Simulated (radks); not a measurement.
Values are calculated unless marked as measured or tabulated.
Question: Ionisation of the selenium ion Se26+, [He] 2s2 2p4, to [He] 2s2 2p3 as the strength of local exchange is varied. Level of theory: Dirac Kohn-Sham, Slater X-alpha exchange (alpha = 2/3 is LDA exchange), no correlation, spin-unpolarised, spherical densities, finite nucleus; open shells fill j = l - 1/2 first; Fermi nuclear charge, rms radius 4.14 fm (a radial shooting solver on a logarithmic mesh with Libxc functionals).

alpha  E(Se26+) (hartree)  exchange (hartree)  IE (eV)  -e of the level emptied (eV)  <r> of it (bohr)
0.622         -1857.89702           -38.61346   2806.0                2735.8 (2p3/2)            0.1640
0.667         -1860.69196           -41.44746   2814.2                2744.1 (2p3/2)            0.1638
0.681         -1861.56205           -42.33027   2816.8                2746.7 (2p3/2)            0.1637
0.824         -1870.46456           -51.37774   2843.0                2773.2 (2p3/2)            0.1630
0.838         -1871.33762           -52.26647   2845.5                2775.8 (2p3/2)            0.1630
0.866         -1873.08452           -54.04552   2850.7                2781.0 (2p3/2)            0.1628
1.012         -1882.21048           -63.35626   2877.6                2808.3 (2p3/2)            0.1621
?             -1876.58149           -57.60996   2861.0                2791.5 (2p3/2)            0.1625

Which alpha was used in the last row?

Answer: alpha = 0.922. NIST Atomic Spectra Database: 2820 +/- 6 eV (semi-empirical). The Delta-SCF value meets it near alpha = 0.70. Spin polarisation and multiplet splitting are left out, so open shells lie too high by an amount that depends on their filling.

Beside tabulated values, note that spin-unpolarised runs miss the spin-polarisation part of the exchange energy of open shells.
